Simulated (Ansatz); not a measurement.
`[SiH3][O][In]([Cl])[O][SiH3]` + `C[SiH](F)[SiH3]` → `C[Si](F)([SiH3])[SiH3]` + `[OH][In]([Cl])[O][SiH3]`  (formal exchange of groups at the Si–O bond)

Computed with Ansatz on PBE0-D4/def2-TZVP structures; ΔE is electronic, products minus reactants. CCSD(T)/CBS adds triple-zeta CCSD(T) − MP2 to the extrapolated MP2 energy (def2 sets, frozen cores). DFT in def2-TZVPP. B3LYP here is the variant with VWN-RPA as its local correlation; programs differ in this. def2 core potentials past Kr. For In outer-core shells are correlated without core-valence functions, which leaves a few kJ/mol of doubt a bond. One conformer a species, not always the lowest.

```json
{"level": "PBE-D4", "ΔE (kcal/mol)": "16.9", "difference from CCSD(T)/CBS": "-7.9"}
{"level": "r2SCAN-D4", "ΔE (kcal/mol)": "22.3", "difference from CCSD(T)/CBS": "-2.5"}
{"level": "PBE0-D4", "ΔE (kcal/mol)": "19.8", "difference from CCSD(T)/CBS": "-5.0"}
{"level": "ωB97X-V", "ΔE (kcal/mol)": "23.9", "difference from CCSD(T)/CBS": "-0.9"}
{"level": "ωB97M-V", "ΔE (kcal/mol)": "24.8", "difference from CCSD(T)/CBS": "0.0"}
{"level": "B2PLYP", "ΔE (kcal/mol)": "25.9", "difference from CCSD(T)/CBS": "1.1"}
{"level": "r2SCAN", "ΔE (kcal/mol)": "22.4", "difference from CCSD(T)/CBS": "-2.4"}
{"level": "PBE0", "ΔE (kcal/mol)": "20.4", "difference from CCSD(T)/CBS": "-4.4"}
{"level": "B3LYP", "ΔE (kcal/mol)": "24.7", "difference from CCSD(T)/CBS": "-0.1"}
{"level": "HF/def2-TZVPP", "ΔE (kcal/mol)": "33.2", "difference from CCSD(T)/CBS": "8.4"}
{"level": "SCS-MP2/def2-TZVPP", "ΔE (kcal/mol)": "28.2", "difference from CCSD(T)/CBS": "3.4"}
{"level": "CCSD/def2-TZVPP", "ΔE (kcal/mol)": "26.4", "difference from CCSD(T)/CBS": "1.6"}
{"level": "CCSD(T)/def2-TZVPP", "ΔE (kcal/mol)": "25.1", "difference from CCSD(T)/CBS": "0.3"}
{"level": "HF/def2-QZVPP", "ΔE (kcal/mol)": "33.9", "difference from CCSD(T)/CBS": "9.1"}
{"level": "MP2/def2-QZVPP", "ΔE (kcal/mol)": "26.8", "difference from CCSD(T)/CBS": "2.0"}
{"level": "SCS-MP2/def2-QZVPP", "ΔE (kcal/mol)": "28.2", "difference from CCSD(T)/CBS": "3.4"}
{"level": "CCSD(T)/CBS", "ΔE (kcal/mol)": "24.8", "difference from CCSD(T)/CBS": "0"}
```

Largest T1 diagnostic among the species: 0.015.

In def2-TZVPP, CCSD(T) changes the Hartree–Fock value by −8.1 kcal/mol (the triples alone add −1.2 kcal/mol) and MP2 by −6.4 kcal/mol. The D4 term adds −1.0 kcal/mol with B3LYP and −0.6 kcal/mol with PBE0; it sums over pairs of atoms, weighted by their polarisabilities, and B3LYP, whose exchange is more repulsive, gets the larger term.
